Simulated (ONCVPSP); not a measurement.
## Logarithmic derivatives: Hf, ONCV

- Element: hafnium (Hf)
- Generator: ONCVPSP 4.0.1
- Type: optimised norm-conserving Vanderbilt (ONCV)
- Functional: PBE
- Relativity: scalar-relativistic
- Frozen core: [Kr] 4d10 4f14
- Valence charge: 12
- Reference configuration: 5s2 5p6 5d2 6s2
- Partial waves: 5s+6s: rc 1.85 bohr, ncon 4, nbas 9, qcut 8.5 1/bohr, 2 projectors; 5p: rc 1.90 bohr, ncon 4, nbas 9, qcut 6.2 1/bohr, 2 projectors, debl 1.7 Ha; 5d: rc 3.20 bohr, ncon 4, nbas 9, qcut 5 1/bohr, 2 projectors, debl 1.1 Ha
- Local potential: polynomial inside 1.55 bohr (lpopt 5, dvloc0 4 Ha)
- Core correction: none

The phase is arctan(r·R′/R) of the radial function R(r), unwrapped; energies in Ha, scanned from -4 to 5 Ha. A pole is an energy at which the radial function vanishes at the test radius. The pseudo phase is shifted by a multiple of π to meet the all-electron one at the reference energy, and phase errors are pseudo minus all-electron; the curves can meet again beyond the range given. Levels narrower than the energy grid can be missing from the lists of poles.

For each channel, where are the poles, and over which energies does the pseudopotential scatter like the atom?

| channel | radius (bohr) | reference energy (Ha) | poles, all-electron | poles, pseudo | unbroken range about the reference energy with phases within 0.05 rad | phase error 1 Ha above the reference energy (rad) |
| --- | --- | --- | --- | --- | --- | --- |
| s | 1.88 | -0.19 | -2.15 | -2.15 | the whole range | -0.000 |
| p | 1.92 | -1.31 | -0.76 | -0.76 | the whole range | -0.000 |
| d | 3.24 | -0.10 | 0.08, 2.04 | 0.08, 2.04 | below 3.2 | +0.000 |

Phases in the s channel:

| E (Ha) | all-electron | pseudo |
| --- | --- | --- |
| -3.98 | 1.213 | 1.213 |
| -3.50 | 1.089 | 1.089 |
| -3.02 | 0.581 | 0.581 |
| -2.54 | -1.234 | -1.234 |
| -2.06 | -1.606 | -1.606 |
| -1.58 | -1.734 | -1.734 |
| -1.10 | -1.830 | -1.830 |
| -0.62 | -1.937 | -1.937 |
| -0.14 | -2.100 | -2.100 |
| 0.34 | -2.418 | -2.418 |
| 0.82 | -3.100 | -3.101 |
| 1.30 | -3.860 | -3.860 |
| 1.78 | -4.233 | -4.233 |
| 2.26 | -4.408 | -4.409 |
| 2.74 | -4.507 | -4.508 |
| 3.22 | -4.571 | -4.572 |
| 3.70 | -4.617 | -4.618 |
| 4.18 | -4.652 | -4.654 |
| 4.66 | -4.682 | -4.684 |
